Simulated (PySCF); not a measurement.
Input file for PySCF: R-B3LYP/3-21G on CH5BO2 (SMILES COBO).

```python
from pyscf import gto, scf, dft, mp
from pyscf.data.elements import chemcore

mol = gto.M(
    atom='''
    C    -1.44456399    0.10420987    0.09830013
    O    -0.16801156    0.66368717   -0.16421090
    B     0.96972236   -0.05839109   -0.06912151
    O     2.13925718    0.58441719   -0.34447632
    H    -1.37319732   -0.95077402    0.37432611
    H    -2.06457974    0.20011901   -0.79417366
    H    -1.91388470    0.65704823    0.91332465
    H     0.94629999   -1.21691174    0.24491034
    H     2.90895776    0.01659537   -0.25887885
    ''',
    basis='3-21g',
    charge=0, spin=0, verbose=3, max_memory=1800)
mf = dft.RKS(mol, xc='b3lyp')
mf.conv_tol = 1e-8
mf.max_cycle = 100
mf.kernel()
if not mf.converged:
    mf = mf.newton().run(mf.mo_coeff, mf.mo_occ)
```

Question: Give the final energy of this run.

Answer: -215.3077 hartree.
